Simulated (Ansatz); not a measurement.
`C[SiH](F)B[SiH3]` + `C=N` → `C=NB[SiH3]` + `C[SiH2]F` at 298.15 K and 1 bar (cleavage of the B–Si bond).

Calculated with Ansatz (gas phase, PBE0-D4/def2-TZVP geometries, no zero-point term in ΔE). CCSD(T)/CBS is the MP2 limit (def2-TZVPP, def2-QZVPP) plus CCSD(T) − MP2 in def2-TZVPP, frozen cores. This one scheme is used for every species. Each species was taken in one conformer, which may not be the lowest.

```tsv
species	CCSD(T)/CBS energy (Eh)	H − E (kJ/mol)	S (J/(mol·K))
`C[SiH](F)B[SiH3]`	-745.64129	249.0	397.5
`C=N`	-94.52360	115.3	227.0
`C=NB[SiH3]`	-410.21746	197.7	322.5
`C[SiH2]F`	-430.00374	162.8	286.2
```

H − E and S are ideal-gas, rigid-rotor, harmonic terms from PBE0-D4/def2-TZVP, for one conformer and one mirror image of each species. 1 Eh = 2625.50 kJ/mol, R = 8.31446 J/(mol·K).

By hand: ΔE, ΔH, ΔS and ΔG.

ΔE = (-410.21746) + (-430.00374) − (-745.64129) − (-94.52360) = -0.05631 Eh = -147.8 kJ/mol. Δ(H − E) = 197.7 + 162.8 − 249.0 − 115.3 = -3.8, so ΔH = -151.6 kJ/mol. ΔS = 322.5 + 286.2 − 397.5 − 227.0 = -15.8 J/(mol·K). ΔG = -151.6 − 298.15 × (-15.8)/1000 = -146.9 kJ/mol.

By hand: the equilibrium constant, and the temperature at which ΔG would vanish if ΔH and ΔS stayed fixed.

log₁₀ K = −ΔG/(RT ln 10) = 25.7. ΔG = 0 at ΔH/ΔS = 9595 K, far beyond where these terms or the molecules hold.

ΔH outweighs TΔS. A doubt of 5 kJ/mol in ΔE shifts log₁₀ K by 0.9 here. Other conformers and mirror images would add mixing entropy, several J/(mol·K) or more a flexible species. Modes under 60 cm⁻¹, often nearly free rotors, make the harmonic entropy too high. These are equilibria of isolated gas molecules and say nothing of rates. Largest T1 diagnostic: 0.017 (customary marks: 0.02 for closed shells, 0.045 for open ones).
